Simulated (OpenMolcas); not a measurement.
Tm3+ among 8 point charges of -2 e arranged as a hexagonal bipyramid (D6h). The axial distance is 0.91 times the equatorial one, R.

```yaml
Program: OpenMolcas
Method: CASSCF
Basis: ANO-RCC-VDZP [7s6p4d2f1g]
Scalar_Hamiltonian: DKH2, point nucleus
Active_space: 12 electrons in 7 orbitals (4f)
State_averaging: 2S+1 = 3 even, 21 roots; 2S+1 = 1 even, 27 roots kept (CI in the orbitals of an earlier block)
Spin-orbit_coupling: state interaction with AMFI integrals over the reference wave functions
```

All point charges move together. At R = 2.93 Å the width of the lowest J multiplet is 344 cm-1, and at R = 3.15 Å it is 262 cm-1.

Problem. A third run gives 451 cm-1. What distance was it run at?

Solution. With a power law R^-n the two known points give n = -ln(262 / 344) / ln(3.15 / 2.93) = 3.76. Then R = 2.93 × (344 / 451)^(1/3.76) = 2.726 Å. The run was at 2.73 Å, so the estimate is off by -0.004 Å.

Point charges carry no covalency, so the field is a model and not that of real ligands. An unlabelled pair can be two single states that coincide in this model. No measured value stands beside these numbers.
